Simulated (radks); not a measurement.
Values are calculated unless marked as measured or tabulated.
Question: Ionisation ladder of barium, from Ba XIII to Ba XV. Each ion is in the ground configuration listed by NIST, and IE = E(next ion) - E(this ion). Level of theory: Dirac Kohn-Sham, PBEsol, spin-unpolarised, spherical densities, finite nucleus; open shells fill j = l - 1/2 first; Fermi nuclear charge, rms radius 4.8378 fm (a radial shooting solver on a logarithmic mesh with Libxc functionals).

| species | configuration | IE, Delta-SCF (eV) | -e(HOMO) (eV) | HOMO | <r> HOMO (bohr) |
|---|---|---|---|---|---|
| Ba XIII | [Kr] 4d8 | 298.32 | 283.92 | 4d5/2 | 0.753 |
| Ba XIV | [Kr] 4d7 | 327.59 | 312.84 | 4d5/2 | 0.741 |
| Ba XV | [Kr] 4d6 | ? | 342.47 | 4d5/2 | 0.729 |

Estimate the withheld Delta-SCF values.

Answer: Ba XV: 357.58 eV (NIST 354).

Beside tabulated values, note that spin-unpolarised runs miss the spin-polarisation part of the exchange energy of open shells.
